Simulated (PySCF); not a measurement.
## `C[C@@H]1CC[C@H](C(C)(F)F)C1`: 4 charge schemes on one density

Species: C₈H₁₄F₂.
Cartesian coordinates in Å at the GFN2-xTB level; atoms count from 1:
```
atom  x, y, z in Å
C1    -2.8301    0.6896    0.0293
C2    -1.6324   -0.1877   -0.3004
C3    -1.2584   -1.1645    0.8158
C4     0.1744   -1.5944    0.4866
C5     0.7713   -0.4576   -0.3755
C6     2.0606    0.1062    0.2214
C7     2.6934    1.2348   -0.5740
F8     1.8420    0.5274    1.5053
F9     2.9745   -0.9088    0.3538
C10   -0.3346    0.6007   -0.4854
H11   -3.0308    1.3837   -0.7840
H12   -3.7162    0.0787    0.1854
H13   -2.6442    1.2642    0.9342
H14   -1.8398   -0.7511   -1.2163
H15   -1.9380   -2.0133    0.8720
H16   -1.2825   -0.6409    1.7727
H17    0.7607   -1.7483    1.3914
H18    0.1809   -2.5285   -0.0744
H19    1.0317   -0.8386   -1.3666
H20    2.8958    0.8978   -1.5861
H21    2.0229    2.0877   -0.5962
H22    3.6277    1.5242   -0.0986
H23   -0.3014    1.1375   -1.4325
H24   -0.2391    1.3209    0.3296
```

Density: PBE0/pcSseg-1 (PySCF); schemes: Mulliken, IAO, Hirshfeld and ESP-fitted. One conformer (not necessarily the lowest) at the GFN2-xTB geometry, without solvent, vibrations or thermal averaging.

Question: Atoms with like bonding are taken together and averaged. At which atom do the 4 schemes differ most?

Answer: At C2: from -0.389 (Mulliken) to +0.354 e (ESP-fitted), 0.743 e apart.

Question: Do the Mulliken, IAO, Hirshfeld and ESP-fitted schemes agree on where the charge is highest?

Answer: All schemes agree: Mulliken C6 (+0.454); IAO C6 (+0.573); Hirshfeld C6 (+0.189); ESP-fitted C6 (+0.552).

Question: For which atoms does the sign change between the 4 schemes (beyond +0.03 e in one, beyond −0.03 e in another)?

Answer: C2. Atomic charges aren't observables, and each scheme defines them in its own way.

Question: Give the atomic charges in each scheme.

Answer: In e; atoms taken as equivalent share a row and are averaged (×n: the atom named and its like, n in all):

```tsv
atom	environment	Mulliken	IAO	Hirshfeld	ESP-fitted
C1	methyl carbon	-0.173	-0.418	-0.118	-0.690
C2	sp3 CH carbon	-0.389	-0.093	-0.019	+0.354
C3	ring CH2 carbon	-0.151	-0.263	-0.070	-0.121
C4	ring CH2 carbon	-0.127	-0.269	-0.077	-0.233
C5	sp3 CH carbon	-0.361	-0.143	-0.043	-0.069
C6	CF2 carbon	+0.454	+0.573	+0.189	+0.552
C7	methyl carbon	-0.215	-0.451	-0.135	-0.579
F8	fluorine of a CF2 group	-0.308	-0.316	-0.099	-0.229
F9	fluorine of a CF2 group	-0.314	-0.318	-0.109	-0.266
C10	ring CH2 carbon	-0.102	-0.268	-0.075	-0.252
H11/H12/H13	methyl hydrogen	+0.109	+0.138	+0.040	+0.166
H14	methine hydrogen	+0.113	+0.122	+0.034	+0.002
H15	methylene hydrogen	+0.118	+0.135	+0.039	+0.044
H16	methylene hydrogen	+0.113	+0.130	+0.037	+0.063
H17	methylene hydrogen	+0.132	+0.148	+0.031	+0.098
H18	methylene hydrogen	+0.121	+0.138	+0.037	+0.081
H19	methine hydrogen	+0.128	+0.140	+0.040	+0.078
H20/H21/H22	methyl hydrogen	+0.130	+0.159	+0.050	+0.168
H23	methylene hydrogen	+0.125	+0.133	+0.037	+0.068
H24	methylene hydrogen	+0.119	+0.131	+0.032	+0.098
```

Mean size of the charges over all atoms: IAO 0.212 e, ESP-fitted 0.203 e, Mulliken 0.178 e, Hirshfeld 0.062 e. Each set sums to the total charge, 0, to within 0.001 e. The Mulliken scheme counts on each atom the diagonal of the density matrix times the overlap matrix over that atom's basis functions. The IAO scheme counts the electrons in orthogonalised intrinsic atomic orbitals, a minimal basis polarised so that it spans the occupied orbitals exactly.

Some averages cover members that differ in this geometry: H20/H21/H22, ESP-fitted +0.156 to +0.183 e.

Question: How many electrons does the Hirshfeld scheme count on C10?

Answer: Z − q = 6 − (-0.075) = 6.075.

Question: How closely do the schemes follow one another over all atoms?

Answer: Correlation coefficient and root-mean-square difference: IAO with Hirshfeld 1.00, 0.171 e; Hirshfeld with ESP-fitted 0.89, 0.204 e; IAO with ESP-fitted 0.88, 0.125 e; Mulliken with IAO 0.88, 0.118 e; Mulliken with Hirshfeld 0.87, 0.145 e; Mulliken with ESP-fitted 0.60, 0.217 e.

Question: Sum the charges by element.

Answer: 
```csv
element,atoms,Mulliken,IAO,Hirshfeld,ESP-fitted
C,8,-1.064,-1.333,-0.348,-1.037
F,2,-0.622,-0.634,-0.208,-0.495
H,14,+1.686,+1.968,+0.556,+1.533
```
